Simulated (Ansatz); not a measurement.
A made-up structure of CH4OSe, singlet:

C1  (-0.775, 0.408, -0.343)
Se2  (1.157, 0.417, -0.409)
O3  (1.451, -1.150, 0.432)
H4  (-1.152, -0.501, -0.809)
H5  (2.232, 1.052, -1.257)
H6  (-1.133, 0.498, 0.682)
H7  (1.554, -0.948, 1.367)
(Å)

It is relaxed with PBE-D4/def2-SVP and then PBE0-D4/def2-TZVP (Ansatz 0.2.0). Atoms count as bonded within 1.22 times the sum of their covalent radii (H–H: 0.88 Å). The end point is not checked to be a true minimum.

Task: Does its bonding change? (Judge from chemistry; the calculation decides.)

Result: Computed: No: no bond forms or breaks.

Where it ends: The first stage lowers the energy by 2.78 eV in 12 steps. It ends as CH₄OSe ([CH2][SeH][OH]):
```xyz
7
angstrom
C -0.6975 0.4424 -0.3338
Se 1.0007 0.5889 0.0942
O 1.9549 -1.0081 0.4435
H -1.0208 -0.1750 -1.1601
H 1.6004 0.4474 -1.2434
H -1.3873 0.6559 0.4715
H 1.8840 -1.1753 1.3902
```

Labels in which every atom is bracketed show which atoms are joined, not bond orders.

For scale, one of the runs: PBE0-D4/def2-TZVP relaxation, 134 basis functions, launched by `ansatz run in.yaml --threads 2 --pin off --events-out ev --progress --plain --max-ram 4352MiB`. The run took about 18 s on 2 CPU threads of an AMD EPYC 7R43 (shared host).
